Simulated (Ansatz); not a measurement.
Cartesian coordinates (Å):
```xyz
9

F      2.3334    -0.8506    -0.1154
C      1.1037    -0.4085    -0.0550
C      0.5954     0.8365     0.0448
C     -0.8232     0.6354     0.0642
C     -1.0310    -0.6958    -0.0244
O      0.1657    -1.3525    -0.0992
H      1.1477     1.7589     0.0967
H     -1.5841     1.3958     0.1358
H     -1.9075    -1.3191    -0.0474
```
Charge 0, multiplicity 1.

Level of theory: frozen-core CCSD(T)/cc-pVTZ // PBE0-D3(BJ)/def2-TZVP in Ansatz (a quantum-chemistry and plane-wave program).

```
Quantity                        Value
----------------------  -------------
HF energy               -327.59520 Ha
MP2 correlation energy    -1.10558 Ha
```

Question: Estimate the CCSD correlation energy, the (T) correction, the total energy and the T1 diagnostic.

Answer: 
* **CCSD correlation energy**: -1.11599 Ha
* **(T) correction**: -0.05129 Ha
* **CCSD(T) total energy**: -328.76248 Ha
* **T1 diagnostic**: 0.013
